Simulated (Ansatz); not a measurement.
A nudged elastic band was laid between two geometries of Cl3FGe + H2 (7 atoms, charge 0, multiplicity 1).

All numbers below come from Ansatz, RKS PBE-D4/def2-SVP.

```
movable images  : 9
climbing image  : yes
spring          : 5.0 eV/Å²
optimiser       : quadratic models (default)
start path      : through a guess of the saddle point
force threshold : 0.05 eV/Å
iteration limit : 60
end points      : relaxed
```

Initial state:

```xyz
7
Properties=species:S:1:pos:R:3
Ge 0.426 0.000 -0.336
F 0.147 0.000 1.384
Cl 2.542 0.000 -0.645
Cl -0.469 1.764 -1.146
Cl -0.469 -1.764 -1.146
H -3.006 0.000 1.876
H -2.240 0.000 1.939
```

Final state:

```xyz
7
Properties=species:S:1:pos:R:3
Ge -0.646 -0.335 -0.398
F -0.726 0.955 2.271
Cl 1.290 -0.510 0.620
Cl -0.818 1.667 -1.157
Cl -0.532 -1.679 -2.084
H -1.794 -0.744 0.534
H 0.157 0.647 2.138
```

(1) Which bonds break or form, and what moves?

(2) Give the energies along the band, and the barrier.

(3) What is the geometry of the highest image?

Results:

(1) Bonds broken: Ge1–F2, H6–H7. Bonds formed: Ge1–H6, F2–H7. Cl3FGe + H2 becomes Cl3GeH + FH.

(2) It converged. The highest image is number 4 of 0 to 10, 39.7 kcal/mol above the first end and 34.3 kcal/mol above the last; the last end lies 5.4 kcal/mol above the first. The profile has 2 maxima (images 4, 8) with wells between them (image 7): this band takes more than one step, which may be the mechanism or a detour left from its start path. A vibrational analysis at the climbing image gives one clearly imaginary mode, 1010i cm⁻¹: a first-order saddle point. The orbitals stay closed-shell, which can raise the energy where a bond breaks towards radicals; this wasn't checked here.

```
image  path coordinate (Å)  energy (kcal/mol)  Ge1–F2 (Å)  H6–H7 (Å)  Ge1–H6 (Å)
    0                 0.00                0.0        1.74       0.77        4.08
    1                 0.74                0.1        1.74       0.77        3.59
    2                 1.48                3.0        1.75       0.77        2.94
    3                 2.22               15.4        1.78       0.78        2.34
    4                 2.96               39.7        2.01       1.00        1.81
    5                 3.95               14.8        2.72       1.56        1.56
    6                 4.94                9.3        2.97       2.30        1.53
    7                 5.93                8.5        3.01       3.29        1.53
    8                 6.92                9.8        3.01       2.70        1.54
    9                 7.91                8.5        2.99       2.85        1.54
   10                 8.90                5.4        2.97       2.88        1.53
```

(3) 
```xyz
7
Properties=species:S:1:pos:R:3
Ge -0.250 -0.030 -0.064
F -0.071 0.505 1.866
Cl 1.891 -0.312 -0.160
Cl -0.800 1.844 -0.951
Cl -0.930 -1.690 -1.302
H -1.740 -0.363 0.914
H -1.169 0.046 1.621
```

The run took 2.3 min on 4 threads of AMD EPYC 9R45 96-Core Processor (Zen 5), with other jobs on the host, peak memory 0.19 GiB.
